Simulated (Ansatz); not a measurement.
Basis sets compared for [ICl2]- (ICl2⁻). The state is a singlet with charge -1. Geometry r2SCAN-D4/def2-TZVPD. Ansatz on 2 threads of Arm Neoverse V2 on a shared host; times are rough, and most runs start from earlier orbitals.

```xyz
3

I     0.000    0.000    0.000
Cl   -1.182   -1.641   -1.605
Cl    1.182    1.641    1.605
```

In the def2 sets I takes a core potential; there is no spin–orbit coupling.

```json
{"level": "PBE-D4/def2-SVPD", "functions": "89", "energy (Eh)": "-1217.5820", "HOMO (eV)": "-1.57", "LUMO (eV)": "1.14", "wall time": "0.8 s"}
{"level": "PBE0-D4/def2-SVPD", "functions": "89", "energy (Eh)": "-1217.6741", "HOMO (eV)": "-2.81", "LUMO (eV)": "1.84", "wall time": "1.3 s"}
```

(1) Estimate the rows for PBE-D4/def2-TZVPD, PBE0-D4/def2-TZVPD (with forces).

Answers

(1) 
```csv
level,functions,energy (Eh),HOMO (eV),LUMO (eV),wall time
PBE-D4/def2-TZVPD,151,-1217.8936,-1.54,1.25,1.5 s
PBE0-D4/def2-TZVPD (with forces),151,-1217.9823,-2.76,1.95,3.2 s
```
